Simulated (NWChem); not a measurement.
Molecule: ScBrF2; SMILES [F][Sc]([F])[Br]

This build's default masses of Se (78.918 u) and Br (79.917 u) are each other's, which moves their modes by up to 0.6 %.

Give the equilibrium geometry at PBE0/def2-SVP (NWChem) as a list of bonds and angles, with the point group.

point group C2v; any orientation.
Bonded distances (Å): Sc1–F2 1.806, Sc1–F3 1.806, Sc1–Br4 2.456. Angles (°): F2–Sc1–F3 116.7, F2–Sc1–Br4 121.7, F3–Sc1–Br4 121.7.
